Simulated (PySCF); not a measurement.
Compound: C3H11PSSi2.
SMILES with atom numbers: `[SiH3:1][Si@@H:2]([PH2:3])[CH:4]1[CH2:5][S:6][CH2:7]1`

Cartesian coordinates in Å at the GFN2-xTB level; atoms count from 1:
```xyz
18
C3H11PSSi2 angstrom
Si     1.5181    1.6495    0.2323
Si     0.8145   -0.3979   -0.6575
P      1.7381   -2.2683    0.1886
C     -1.0699   -0.6606   -0.4112
C     -1.8663    0.5290   -0.9428
S     -1.9472    1.2865    0.7207
C     -1.4863   -0.4552    1.0450
H      1.2820    1.7252    1.6759
H      0.8512    2.7778   -0.4146
H      2.9636    1.8030    0.0254
H      0.9915   -0.5358   -2.1188
H      3.0177   -1.9080   -0.1823
H      1.9113   -1.7710    1.4671
H     -1.3957   -1.6210   -0.8208
H     -1.3763    1.1591   -1.6817
H     -2.8722    0.2803   -1.2810
H     -2.3704   -1.0200    1.3409
H     -0.7126   -0.5662    1.8032
```

Definitions: NICS(0) = −σiso at the ring centroid; NICS(1) = −σiso and NICS(1)zz = −σzz at ±1 Å along the ring normal z. Level: GIAO PBE0/pcSseg-1 (PySCF, non-relativistic, gas phase) on the GFN2-xTB geometry, one conformer.

Ring bond lengths (Å), with Mayer bond orders in brackets: C4–C5 1.527 (0.97), C5–S6 1.830 (0.99), S6–C7 1.831 (0.99), C7–C4 1.528 (0.97).

**Question.** What do the NICS probes read (ppm)?

**Answer.** 
```
       ring                                             type  NICS(0)  NICS(1), two faces  NICS(1)zz, two faces  rms pucker (Å)  centre to ring atoms, mean (Å)
C4–C5–S6–C7  4-membered ring with S; formal bonds all single     -1.8          1.1 / -1.2             5.7 / 3.9            0.13                            1.18
```

**Question.** What do they say, and how far can they be read as aromaticity?

**Answer.** 
- C4–C5–S6–C7: mean NICS(1)zz 4.8 ppm, deshielded. C4, C5, C7 have four or more neighbours, and the NICS criterion for π rings isn't applied.

**Question.** What is the mean of the two in-plane components of NICS at the first NICS(1) probe listed for ring C4–C5–S6–C7, 1 Å off the ring?

**Answer.** The isotropic value is a third of the trace: (3 × 1.1 − (5.7))/2 = -1.2 ppm.

**Question.** Give the inner angles of the rings and the Hirshfeld charges of the ring atoms.

**Answer.** 
- C4–C5–S6–C7: C4 94.9° (-0.116 e), C5 91.7° (-0.070 e), S6 75.9° (+0.010 e), C7 91.6° (-0.072 e); sum 354.0° against 360° for a flat convex ring.
